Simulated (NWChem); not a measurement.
# CAgBrO; SMILES [O+]#[C-]->[Ag][Br]

```xyz
4

Ag     0.0176    -0.4541     0.0000
Br    -0.0100     1.9353     0.0000
O     -0.0547    -3.5996     0.0000
C     -0.0097    -2.4739     0.0000
```
Atoms are numbered in this order, from 1.

Coordinates come from a PBE0/def2-SVP optimisation. No frequency run checked for a minimum. def2 effective core potentials on Ag; no spin-orbit coupling.

Problem. List the 4 lowest vertical singlet excitations from PBE0/def2-SVPD with def2 effective core potentials on Ag, TDA (NWChem).

Solution. 
```
state  energy (eV)  oscillator strength  leading excitation (squared amplitude)
-----  -----------  -------------------  --------------------------------------
S1            3.54                0.000                    HOMO−1 → LUMO (0.50)
S2            3.57                0.000                    HOMO → LUMO+1 (0.50)
S3            3.57                0.000                      HOMO → LUMO (0.50)
S4            4.12                0.203                  HOMO−1 → LUMO+1 (0.47)
```
